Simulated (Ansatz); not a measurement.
Several settings on one geometry of the cluster TaSe2⁺ (the lowest singlet isomer of a short search) (that of the charge 1 singlet, r2SCAN-D4/def2-TZVP). Ansatz on 4 threads of AMD EPYC 7B13 on a shared host; times are rough.

```xyz
3

Ta    0.8033    0.3317   -0.2763
Se   -0.2962    0.8265    1.6359
Se   -0.5071   -1.1582   -1.3596
```

Totals from different functionals, basis sets or treatments of relativity can't be compared as stabilities.

In the def2 sets Ta takes a core potential; there is no spin–orbit coupling. HSE06 is defined as in plane-wave codes, on full-range PBE exchange.

The spins typed aren't always the lowest for that charge.

(1) Give the basis size and estimate the energy, ⟨S²⟩ and time of these runs.

```csv
run,method,charge,state,further keys
1,RKS B3LYP5/def2-SVPD,1,singlet,scf: {lower_state_search: light}
2,RKS RPBE/def2-SVP,1,singlet,nuclear_model: gaussian; forces asked
3,UKS HSE06/def2-SVP,2,doublet,fitting: {mean_field: def2-universal-jkfit}; scf: {lower_state_search: off}
4,RKS rPW86-PBE-rVV10/def2-TZVPP,1,singlet,–
```

Results:

(1) 
```csv
run,functions,energy (Eh),⟨S²⟩,wall time
1,117,-4859.0474,–,1.8 s
2,96,-4859.0656,–,2.7 s
3,96,-4858.1888,0.85,1.4 s
4,152,-4861.3667,–,13 s
```

At UKS HSE06/def2-SVP the charge 2 doublet is spin-contaminated (final ⟨S²⟩ up to 0.85, 0.75 for a pure state).
